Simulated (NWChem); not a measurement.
System: ZrH$_{4}$O; SMILES [ZrH3][OH]

All runs: NWChem. Medium grid unless said otherwise, to which SCAN and Minnesota functionals are sensitive. Geometry: optimised at PBE0/def2-SVP. def2 effective core potentials on Zr; no spin-orbit coupling. Hybrids' shares of exact exchange are those that their runs print; pure functionals count as 0. The functionals differ in more than this share.

```
row              share of exact exchange  highest occupied level (eV)
---------------  -----------------------  ---------------------------
PBE/def2-SVP                        0.00                        -6.61
MN15-L/def2-SVP                     0.00                        -7.18
B3LYP/def2-SVP                      0.20                     withheld
PBE0/def2-SVP                       0.25                        -7.98
M06/def2-SVP                        0.27                        -8.01
MN15/def2-SVP                       0.44                        -8.57
```

Question: Fit a straight line of the last column on the one before it, predict the withheld value, and compare with the run.

Answer: 
1. Means of the 5 shown rows: x = 0.192, y = -7.670. Slope Σ(x − x̄)(y − ȳ)/Σ(x − x̄)² = -0.5653/0.1447 = -3.907; intercept -6.920.
2. The shown rows scatter about the line by 0.188 (root mean square); the largest residual is +0.31, at PBE/def2-SVP.
3. At x = 0.20 (B3LYP/def2-SVP; inside the shown range) the line gives -7.70.
4. The run gives -7.77, -0.07 from the line, 0.4 times the scatter.
